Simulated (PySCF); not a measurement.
## Radial density of Cl²⁺ (chlorine, charge +2)

MN15, [Ne] 3s2 3p3, high-spin 4S determinant. Calculation: PySCF 2.14, in cc-pV(D+d)Z (4s3p2d, 23 functions); no relativity, point nucleus.

| r (bohr) | 4πr²ρ (e/bohr) | 4πr²(ρα − ρβ) |
| --- | --- | --- |
| 0.00127 | 0.06210 | 0.0000 |
| 0.00213 | 0.1711 | 0.0000 |
| 0.00358 | 0.4597 | 0.0000 |
| 0.00603 | 1.198 | 0.0000 |
| 0.0101 | 2.947 | 0.0001 |
| 0.0171 | 6.602 | 0.0006 |
| 0.0287 | 12.61 | 0.0032 |
| 0.0482 | 18.60 | 0.0181 |
| 0.0811 | 18.45 | 0.0827 |
| 0.136 | 13.43 | 0.2769 |
| 0.230 | 16.66 | 0.5015 |
| 0.386 | 17.85 | 0.2255 |
| 0.650 | 6.191 | 0.1846 |
| 1.09 | 3.833 | 1.9269 |
| 1.84 | 2.487 | 1.5689 |
| 3.09 | 0.1990 | 0.1403 |
| 5.20 | 0.002218 | 0.0021 |
